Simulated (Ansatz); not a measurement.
System: GeCl₂ (charge +1, doublet). 
Geometry from a B3LYP-D3(BJ)/def2-TZVP (Ansatz, a program for electronic structure) optimisation:
```xyz
3

Ge     0.0006    -0.0052     0.5407
Cl     1.1761     1.3934    -0.4968
Cl    -1.1771    -1.3837    -0.5209
```
Charge +1, spin multiplicity 2.

Basis-set convergence of Hartree-Fock and CCSD(T) correlation energies (hartree) with Ansatz. Correlated levels leave the core frozen unless marked. UHF or UKS for open shells. No spin-orbit coupling. The frozen core is the preceding noble-gas configuration, with the filled d and f shells of earlier blocks. Non-relativistic.

```json
[
 {"basis": "def2-SVP", "functions": "68", "E(HF)": "-2993.55898", "E(corr, CCSD(T))": "-0.36552"},
 {"basis": "def2-TZVPP", "functions": "132", "E(HF)": "?", "E(corr, CCSD(T))": "?"}
]
```

Task: What belongs in the gaps?

Result: 
- def2-TZVPP, E(HF): -2994.14579
- def2-TZVPP, E(corr, CCSD(T)): -0.50028
